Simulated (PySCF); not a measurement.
O₃Te, SMILES O=[Te+2]([O-])[O-]. The structure is a stationary point at PBE-D3(BJ)/def2-SVP. The def2 effective core potentials stand for the cores of Te; spin–orbit coupling is left out.

Calculation: PySCF with PBE-D3(BJ)/def2-SVP.

Harmonic wavenumbers (cm⁻¹): 164, 225, 225, 761, 826, 826. Rotational constants (GHz): 6.228, 6.228, 3.114; symmetry number 6.

Question: Work out the zero-point energy and the ideal-gas rigid-rotor harmonic-oscillator thermochemistry at 298.15 K and 1 atm.

Answer: ZPE = ½ Σ hcν = ½ × 3028 cm⁻¹ = 4.33 kcal/mol. H − E(el) = 7.89 kcal/mol. Entropy in cal/(mol K): translation 41.40, rotation 21.83, vibration 6.95, total 70.18. G − E(el) = -13.03 kcal/mol. Cp = 15.37 cal/(mol K).
